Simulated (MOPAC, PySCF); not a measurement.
C$_{5}$H$_{8}$, SMILES `C(C1CC1)=C` (C–C–C–C torsion 145°), neutral singlet in the gas phase. 

Cartesian coordinates (Å):
```xyz
13

C      2.1787    -0.5486    -0.1788
C      0.9379    -0.5555     0.2973
C     -0.1355     0.3607    -0.1157
C     -1.5638    -0.1368    -0.1724
C     -1.1574     0.8230     0.9006
H      2.9220    -1.2530     0.1698
H      2.4924     0.1629    -0.9340
H      0.6655    -1.2873     1.0550
H      0.1465     1.0850    -0.8705
H     -2.1880     0.2230    -0.9789
H     -1.7409    -1.1676     0.1048
H     -1.5006     1.8465     0.8360
H     -1.0570     0.4476     1.9103
```
Charge 0, spin multiplicity 1.

All levels are single points at this geometry (B3LYP-D3(BJ)/def2-TZVP); Pople sets use spherical d functions. Orbital energies aren't observables, and empty levels follow the basis.

```
level                            HOMO (eV)  LUMO (eV)  gap (eV)  dipole (D)  vertical IE, Delta-SCF (eV)
-------------------------------  ---------  ---------  --------  ----------  ---------------------------
TPSSh-D3(BJ)/def2-TZVP in PySCF      -6.19       0.01      6.20        0.62                         8.73
B3LYP/3-21G in PySCF                 -6.40       0.84      7.24        0.51                            –
B3LYP/6-311+G** in PySCF             -6.66       0.03      6.69        0.61                            –
B3LYP/6-31G* in PySCF                -6.30       0.77      7.07        0.55                         8.66
M06-2X/6-31G* in PySCF               -7.75       1.88      9.63        0.51                            –
PBE/6-31G* in PySCF                  -5.41      -0.07      5.34        0.59                         8.57
SVWN5/6-31G* in PySCF                -5.55      -0.26      5.28        0.60                         8.77
HF/3-21G in PySCF                    -9.14       5.08     14.22        0.47                            –
HF/6-31G* in PySCF                   -9.04       5.07     14.11        0.48                         7.76
HF/STO-3G in PySCF                   -7.80       8.45     16.25        0.31                            –
PM3 in MOPAC                         -9.91       0.99     10.91        0.19                            –
PM6 in MOPAC                         -9.86       1.00     10.87        0.33                            –
PM7 in MOPAC                         -9.93       0.85     10.79        0.30                            –
```
